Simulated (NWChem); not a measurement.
Molecule: C2H7NSi; SMILES C/C=N\[SiH3]

```xyz
11

C      0.6670    -1.9220     0.0000
C     -0.6429    -1.1704     0.0000
N     -0.8518     0.0803     0.0000
Si     0.2084     1.4643     0.0000
H      1.5338    -1.2564     0.0000
H      0.7181    -2.5773     0.8798
H      0.7181    -2.5773    -0.8798
H     -1.5261    -1.8308     0.0000
H     -0.1136     2.2625     1.2106
H      1.6840     1.2080     0.0000
H     -0.1136     2.2625    -1.2106
```
Atoms are numbered in this order, from 1.

Structure relaxed at the B3LYP/6-31G* (spherical d) level.

Symmetry labels are those of Cs in the frame above (b1 and b2, or b-type labels, depend on it).

List the 4 lowest vertical singlet excitations from LRC-wPBEh/def2-SVP, full TDDFT (NWChem).


```
state  energy (eV)  oscillator strength  symmetry  leading excitation (squared amplitude)
-----  -----------  -------------------  --------  --------------------------------------
S1            4.19                0.001        a"                      HOMO → LUMO (0.98)
S2            7.02                0.055        a'                    HOMO → LUMO+1 (0.95)
S3            7.76                0.399        a'                    HOMO−1 → LUMO (0.91)
S4            8.02                0.005        a"                    HOMO → LUMO+4 (0.75)
```
